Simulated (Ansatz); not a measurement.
Reaction (formal exchange of groups at a C–C bond): `O=C(O)C[SiH2]F` + `C[SiH3]` → `O=C(O)C[SiH3]` + `C[SiH2]F`

Computed with Ansatz on PBE0-D4/def2-TZVP structures; ΔE is electronic, products minus reactants. CCSD(T)/CBS is the MP2 limit (def2-TZVPP, def2-QZVPP) plus CCSD(T) − MP2 in def2-TZVPP, frozen cores. This one scheme is used for every species. Functionals use def2-TZVPP. B3LYP here is the variant with VWN-RPA as its local correlation; programs differ in this. Each species was taken in one conformer, which may not be the lowest.

```json
{"level": "PBE-D4", "ΔE (kcal/mol)": "0.0", "difference from CCSD(T)/CBS": "0.2"}
{"level": "r2SCAN-D4", "ΔE (kcal/mol)": "0.0", "difference from CCSD(T)/CBS": "0.2"}
{"level": "PBE0-D4", "ΔE (kcal/mol)": "0.0", "difference from CCSD(T)/CBS": "0.2"}
{"level": "B3LYP-D4", "ΔE (kcal/mol)": "-0.1", "difference from CCSD(T)/CBS": "0.1"}
{"level": "ωB97X-V", "ΔE (kcal/mol)": "0.0", "difference from CCSD(T)/CBS": "0.2"}
{"level": "ωB97M-V", "ΔE (kcal/mol)": "0.0", "difference from CCSD(T)/CBS": "0.2"}
{"level": "B2PLYP", "ΔE (kcal/mol)": "-0.1", "difference from CCSD(T)/CBS": "0.1"}
{"level": "PBE", "ΔE (kcal/mol)": "0.0", "difference from CCSD(T)/CBS": "0.2"}
{"level": "r2SCAN", "ΔE (kcal/mol)": "0.0", "difference from CCSD(T)/CBS": "0.2"}
{"level": "PBE0", "ΔE (kcal/mol)": "0.0", "difference from CCSD(T)/CBS": "0.2"}
{"level": "B3LYP", "ΔE (kcal/mol)": "-0.2", "difference from CCSD(T)/CBS": "0.0"}
{"level": "HF/def2-TZVPP", "ΔE (kcal/mol)": "-0.2", "difference from CCSD(T)/CBS": "0.0"}
{"level": "MP2/def2-TZVPP", "ΔE (kcal/mol)": "-0.1", "difference from CCSD(T)/CBS": "0.1"}
{"level": "SCS-MP2/def2-TZVPP", "ΔE (kcal/mol)": "-0.1", "difference from CCSD(T)/CBS": "0.1"}
{"level": "CCSD/def2-TZVPP", "ΔE (kcal/mol)": "-0.1", "difference from CCSD(T)/CBS": "0.1"}
{"level": "CCSD(T)/def2-TZVPP", "ΔE (kcal/mol)": "0.0", "difference from CCSD(T)/CBS": "0.2"}
{"level": "HF/def2-QZVPP", "ΔE (kcal/mol)": "-0.3", "difference from CCSD(T)/CBS": "-0.1"}
{"level": "MP2/def2-QZVPP", "ΔE (kcal/mol)": "-0.2", "difference from CCSD(T)/CBS": "0.0"}
{"level": "SCS-MP2/def2-QZVPP", "ΔE (kcal/mol)": "-0.2", "difference from CCSD(T)/CBS": "0.0"}
{"level": "HF/CBS(def2)", "ΔE (kcal/mol)": "-0.3", "difference from CCSD(T)/CBS": "-0.1"}
{"level": "MP2/CBS(def2)", "ΔE (kcal/mol)": "-0.2", "difference from CCSD(T)/CBS": "0.0"}
{"level": "CCSD/CBS(def2)", "ΔE (kcal/mol)": "-0.2", "difference from CCSD(T)/CBS": "0.0"}
{"level": "CCSD(T)/CBS", "ΔE (kcal/mol)": "-0.2", "difference from CCSD(T)/CBS": "0"}
```

Largest T1 diagnostic among the species: 0.014.
